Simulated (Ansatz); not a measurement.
```yaml
crystal:
  periodic: [false, false, false]
  atoms:
    - {symbol: C, position_ang: [0.484112, 0.923313, 0.802010]}
    - {symbol: C, position_ang: [-0.057768, -0.256781, 0.495643]}
    - {symbol: B, position_ang: [-0.365570, -0.696181, -0.944710]}
    - {symbol: Cl, position_ang: [-1.076716, -2.266818, -1.244401]}
    - {symbol: Cl, position_ang: [-0.026952, 0.330345, -2.322864]}
    - {symbol: H, position_ang: [0.693062, 1.212770, 1.827054]}
    - {symbol: H, position_ang: [0.737714, 1.642960, 0.029878]}
    - {symbol: H, position_ang: [-0.295680, -0.946809, 1.301689]}
basis:
  gaussian: {orbitals: def2-TZVP}
hamiltonian: {xc: {name: CCSD(T)}}
```

```sh
$ ansatz run in.yaml --threads 4 --pin off --events-out ev --progress --plain --max-ram 10444MiB
```

It prints (some lines left out):

```
Error: YAML parse error: error: line 14 column 19: hamiltonian.xc: no functional is named "CCSD(T)"; the names, which are not case-sensitive, are SVWN5, SPW92, PBE, PBE0, PBEsol, revPBE, revPBE0, RPBE, rPW86-PBE, HSE06, wPBEh, LC-wPBE, HISS, HF, BLYP, B3LYP, B3LYP5, BHLYP, CAM-B3LYP, r2SCAN, r2SCANh, r2SCAN0, r2SCAN50, m-r2SCAN, B97, wB97, wB97X, wB97X-V, B97M-V, wB97M-V, B2PLYP, B2GP-PLYP, PBE0-DH, PBE-QIDH
12 | basis:
13 |   gaussian: {orbitals: def2-TZVP}
14 | hamiltonian: {xc: {name: CCSD(T)}}
```

(1) What is wrong with this run?

## Answers

(1) The method's name isn't one that the program takes here. The input was rejected before any iteration.

HSE06 is defined as in plane-wave codes.
